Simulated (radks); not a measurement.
Species: Pd II. Configuration: [Kr] 4d8 6f1 (not the ground configuration). Calculated with a radial shooting solver on a logarithmic mesh with Libxc functionals: Dirac Kohn-Sham, PBE, spin-unpolarised, spherical densities, point nucleus; open shells are shared between the two j in proportion to 2j + 1.

Unscreened Slater integrals over Kohn-Sham orbitals (cm^-1). Large and small components are both included.

integral,value
"F0(6f7/2,6f7/2)",8936.9
"F2(6f7/2,6f7/2)",4504.6
"F4(6f7/2,6f7/2)",3182.0
"F6(6f7/2,6f7/2)",2494.1
"F0(6f7/2,6f5/2)",8936.8
"F2(6f7/2,6f5/2)",4504.7
"F4(6f7/2,6f5/2)",3182.1
"G2(6f7/2,6f5/2)",4504.7
"G4(6f7/2,6f5/2)",3182.1
"G6(6f7/2,6f5/2)",2494.2
"F0(6f7/2,4d5/2)",14039
"F2(6f7/2,4d5/2)",889.05
"F4(6f7/2,4d5/2)",319.33
"G1(6f7/2,4d5/2)",437.88
"G3(6f7/2,4d5/2)",245.99
"G5(6f7/2,4d5/2)",166.98
"F0(6f7/2,4d3/2)",14041
"F2(6f7/2,4d3/2)",872.94
"G3(6f7/2,4d3/2)",237.77
"G5(6f7/2,4d3/2)",161.37
"F0(6f5/2,6f5/2)",8936.7
"F2(6f5/2,6f5/2)",4504.8
"F4(6f5/2,6f5/2)",3182.2
"F0(6f5/2,4d5/2)",14039
"F2(6f5/2,4d5/2)",889.33
"F4(6f5/2,4d5/2)",319.54
"G1(6f5/2,4d5/2)",438.30
"G3(6f5/2,4d5/2)",246.20
"G5(6f5/2,4d5/2)",167.12
"F0(6f5/2,4d3/2)",14040
"F2(6f5/2,4d3/2)",873.22
"G1(6f5/2,4d3/2)",423.99
"G3(6f5/2,4d3/2)",238.06
"F0(4d5/2,4d5/2)",144440
"F2(4d5/2,4d5/2)",71666
"F4(4d5/2,4d5/2)",46703
"F0(4d5/2,4d3/2)",145280
"F2(4d5/2,4d3/2)",72091
"G2(4d5/2,4d3/2)",72057
"G4(4d5/2,4d3/2)",46969
"F0(4d3/2,4d3/2)",146150
"F2(4d3/2,4d3/2)",72537
